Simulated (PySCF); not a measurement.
C4H10O2SSi2.
SMILES with atom numbers: `[CH3:1][S:2][Si@@H:3]1[C@H:4]([CH:5]=[O:6])[C@@H:7]1[O:8][SiH3:9]`

NICS = −σ at a ghost point: NICS(0) at the centroid of the ring atoms, NICS(1) 1 Å to either side along the normal of their mean plane, zz for the tensor component along that normal. Level: GIAO PBE0/pcSseg-1 (PySCF, non-relativistic, gas phase) on the GFN2-xTB geometry, one conformer.

Ring bond lengths (Å), with Mayer bond orders in brackets: Si3–C4 1.948 (0.70), C4–C7 1.556 (0.82), C7–Si3 1.877 (0.90).

Task: Give the NICS values of each ring in ppm.

Result: 
```json
{"ring": "Si3–C4–C7", "type": "3-membered ring with Si; formal bonds all single", "NICS(0)": "-19.6", "NICS(1), two faces": "-8.6 / -1.9", "NICS(1)zz, two faces": "-17.3 / -5.8", "rms pucker (Å)": "0.00", "centre to ring atoms, mean (Å)": "1.04"}
```

Task: What do they say, and how far can they be read as aromaticity?

Result: 
- Si3–C4–C7: mean NICS(1)zz -11.6 ppm, shielded. Si3, C4, C7 have four or more neighbours; no verdict on aromaticity is drawn. The two faces differ by 11.5 ppm, so no symmetry operation interchanges them. NICS(0) lies 14 ppm below the mean NICS(1).

Task: What is the mean of the two in-plane components of NICS at the first NICS(1) probe listed for ring Si3–C4–C7, 1 Å off the ring?

Result: The isotropic value is a third of the trace: (3 × -8.6 − (-17.3))/2 = -4.2 ppm.

Task: Give the inner angles of the rings and the Hirshfeld charges of the ring atoms.

Result: 
- Si3–C4–C7: Si3 47.9° (+0.317 e), C4 63.6° (-0.139 e), C7 68.4° (-0.034 e); sum 180.0° against 180° for a flat convex ring.

Task: What are the shieldings of the ring atoms and their hydrogens in the same run (means over atoms taken as equivalent)?

Result: 
```tsv
atoms	environment	σ isotropic (ppm)	principal values of the symmetric part, first atom (ppm)
Si3	SiH silicon	407.9	262.9, 363.2, 597.5
C4	sp3 carbon bound to silicon	145.8	114.3, 140.1, 183.0
C7	sp3 carbon bound to oxygen	120.4	81.5, 108.2, 171.3
H on Si3	Si–H hydrogen	27.48	21.9, 24.8, 35.8
H on C4	methine hydrogen	29.36	25.4, 26.6, 36.0
H on C7	methine hydrogen	27.11	22.2, 26.8, 32.3
```

Time: 1.9 min (with the writing of density and orbital grids); peak memory 1.1 GiB. Hardware: one thread of an Arm Neoverse N1, no GPU (shared host). This is the whole shielding run at PBE0/pcSseg-1, SCF included.

Conformer computed: `[CH3:1][S:2][Si@@H:3]1[C@H:4]([CH:5]=[O:6])[C@@H:7]1[O:8][SiH3:9]`: C1–S2–Si3–C4 60°, Si3–C4–C5–O6 -46°, C4–C7–O8–Si9 73°.
